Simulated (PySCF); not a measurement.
Radial density of Tl (thallium, neutral)

MN15, [Xe] 4f14 5d10 6s2 6d1, 2D determinant (an excited configuration). Computed with PySCF 2.14 in aug-cc-pVTZ-DK3 (9s8p6d3f, 84 functions), with scalar relativity by spin-free X2C-1e.

| r (bohr) | 4πr²ρ (e/bohr) | 4πr²(ρα − ρβ) |
| --- | --- | --- |
| 0.0161 | 103.9 | 0.0000 |
| 0.0271 | 107.7 | 0.0000 |
| 0.0456 | 151.3 | 0.0002 |
| 0.0766 | 124.3 | 0.0010 |
| 0.129 | 140.6 | 0.0009 |
| 0.217 | 89.61 | 0.0003 |
| 0.365 | 95.09 | 0.0026 |
| 0.614 | 37.98 | 0.0009 |
| 1.03 | 20.43 | 0.0100 |
| 1.74 | 6.265 | 0.0000 |
| 2.92 | 1.077 | 0.0380 |
| 4.91 | 0.2103 | 0.1654 |
| 8.26 | 0.1221 | 0.1221 |
| 13.9 | 0.001108 | 0.0011 |

Densities and radii are taken from the X2C orbitals without a picture-change correction, which distorts them close to the nucleus.

Spin-orbit coupling, absent here, splits the open shell strongly. The outer electron is Rydberg-like, and this basis confines it to a smaller radius and binds it less than a complete one would.
